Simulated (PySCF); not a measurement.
BI₂, SMILES I[B+]I, charge +1. Coordinates come from a B3LYP-D3(BJ)/def2-TZVP optimisation. The def2 effective core potentials stand for the cores of I; spin–orbit coupling is left out.

Level of theory: B3LYP-D3(BJ)/def2-TZVP (PySCF).

Harmonic wavenumbers (cm⁻¹): 228, 230, 230, 1088. Rotational constants (GHz): 0.5108 (linear); symmetry number 2.

Question: Work out the zero-point energy and the ideal-gas rigid-rotor harmonic-oscillator thermochemistry at 298.15 K and 1 atm.

Answer: ZPE = ½ Σ hcν = ½ × 1774 cm⁻¹ = 2.54 kcal/mol. H − E(el) = 5.60 kcal/mol. Entropy in cal/(mol K): translation 42.62, rotation 19.30, vibration 5.73, total 67.65. G − E(el) = -14.57 kcal/mol. Cp = 12.64 cal/(mol K).
